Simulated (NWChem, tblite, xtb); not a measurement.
**Si2NH7O2 (SMILES O[SiH2]N[SiH2]O): methods side by side**

The species is Si2NH7O2 (12 atoms), meant as a singlet with charge 0. SMILES: `O[SiH2]N[SiH2]O`. Geometry: relaxed at PBE0-D4/def2-TZVP. This is a higher conformer, about 10 kJ/mol above the lowest found by a separate search.

```xyz
12

O    -2.3499   -1.2049    0.0326
Si   -0.7209   -1.4395    0.0692
N     0.1800   -0.1743   -0.6730
Si    1.3295    0.9121    0.0063
O     0.8770    2.4928   -0.0751
H    -2.7026   -0.4444    0.4965
H    -0.5534   -2.7132   -0.6650
H    -0.2161   -1.5234    1.4629
H     0.0394   -0.0784   -1.6715
H     1.5117    0.4708    1.4121
H     2.5979    0.8915   -0.7557
H     0.0845    2.7556    0.3946
```

Each level gives the dipole moment (D). The values are calculated.

```json
{"level": "IPEA1-xTB", "kind": "semi-empirical", "program": "tblite", "value (D)": "3.23", "CPU time": "under 2 s"}
{"level": "GFN2-xTB", "kind": "semi-empirical", "program": "tblite", "value (D)": "2.13", "CPU time": "under 2 s"}
{"level": "GFN1-xTB", "kind": "semi-empirical", "program": "tblite", "value (D)": "3.45", "CPU time": "under 2 s"}
{"level": "GFN0-xTB", "kind": "semi-empirical", "program": "xtb", "value (D)": "2.88", "CPU time": "under 2 s"}
{"level": "HF/STO-3G", "kind": "Hartree–Fock", "program": "NWChem", "value (D)": "1.01", "CPU time": "3.7 s"}
{"level": "HF/3-21G", "kind": "Hartree–Fock", "program": "NWChem", "value (D)": "1.73", "CPU time": "3.9 s"}
{"level": "B3LYP/6-31G* (Cartesian functions)", "kind": "global hybrid", "program": "NWChem", "value (D)": "1.71", "CPU time": "27 s"}
{"level": "B3LYP/6-31+G* (spherical functions)", "kind": "global hybrid", "program": "NWChem", "value (D)": "1.46", "CPU time": "50 s"}
{"level": "CAM-B3LYP/def2-SVP", "kind": "range-separated hybrid", "program": "NWChem", "value (D)": "1.73", "CPU time": "1.8 min"}
```

The values span 1.01 to 3.45 D. Magnitudes only. Sets without polarisation functions give poor dipoles. Times are those of the runs behind each value, whatever else they computed, on shared processors of several kinds: orders of magnitude only.
